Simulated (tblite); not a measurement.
Run record: tight-binding relaxation, `[Se]1C=C(C)C[C](=C)[GeH2]1`.

Computed with GFN2-xTB geometry optimisation, gas phase (tblite 0.8.0). Start geometry: from a force field or distance geometry. The input is one job of a driver script: a line of settings, then coordinates in Å.

Command:
```bash
OMP_NUM_THREADS=1 python probes_run.py task.json out
```

Input:
```
{"job": {"kind": "relax", "xc": "GFN2-xTB", "basis": "xTB"}, "charge": 0, "multiplicity": 1}
C     -1.421400     1.904300     0.463000
C     -1.089100     0.722700    -0.050700
C      0.131100     0.539400    -0.927800
C      1.071900    -0.469700    -0.344100
C      2.414000    -0.034200     0.190700
C      0.716100    -1.774900    -0.196700
Se    -0.958200    -2.505800    -0.820400
Ge    -2.124500    -0.839100     0.357000
H     -0.841900     2.794100     0.250400
H     -2.307600     2.001100     1.105400
H     -0.212700     0.197900    -1.935900
H      0.634900     1.511700    -1.084000
H      2.561600     1.059700     0.055800
H      2.496900    -0.259200     1.265300
H      3.219100    -0.560400    -0.356600
H      1.388200    -2.458000     0.330000
H     -2.112200    -1.126200     1.879000
H     -3.574800    -0.697100    -0.192000
```

Output:
```
step      E/eV     max force
  0    -625.93171    1.625
  1    -626.00638    1.090
  2    -626.03635    0.320
  3    -626.05214    0.311
  4    -626.06525    0.320
  5    -626.07286    0.256
  6    -626.07899    0.225
  7    -626.08352    0.222
  8    -626.08744    0.164
  9    -626.09010    0.108
... (126 lines left out)
136    -626.19687    0.035
137    -626.19701    0.021
138    -626.19709    0.023
139    -626.19717    0.018
140    -626.19724    0.016
141    -626.19730    0.013
142    -626.19732    0.013
143    -626.19735    0.011
144    -626.19737    0.010
145    -626.19739    0.009
```

«max force» is the largest atomic force in eV/Å.

Task: From which step on does the largest force stay under 0.1 eV/Å, and how much energy is left to gain from there?

Result: From step 100 (0.072 eV/Å), 10.3 meV above the end.

Summary of the converged run: energy lowered by 6.1 kcal/mol over 145 steps; largest atomic force 0.009 eV/Å at the end.

Task: Give the final coordinates.

Result: 0.529 Å rms from the input after alignment:
```
atom  x, y, z in Å
C1    -1.1911    1.8615    0.6156
C2    -1.0610    0.7128   -0.0272
C3     0.0822    0.4163   -0.9556
C4     1.0564   -0.5051   -0.2653
C5     2.3891    0.0920    0.0676
C6     0.7609   -1.7547    0.0746
Se7   -0.9012   -2.6614   -0.2286
Ge8   -2.2692   -0.8203    0.2147
H9    -0.5010    2.6814    0.4729
H10   -2.0038    2.0338    1.3026
H11   -0.3102   -0.0844   -1.8496
H12    0.5871    1.3345   -1.2598
H13    2.2541    0.9610    0.7119
H14    3.0290   -0.6246    0.5756
H15    2.8867    0.4240   -0.8432
H16    1.4907   -2.3921    0.5543
H17   -2.8875   -0.8496    1.5984
H18   -3.4200   -0.8187   -0.7705
```

Time: 4.1 s wall. Hardware: one thread of an Intel Xeon at 2.50 GHz, on a shared host.
Labels such as C1 count atoms from 1, the log's own numbers from 0.
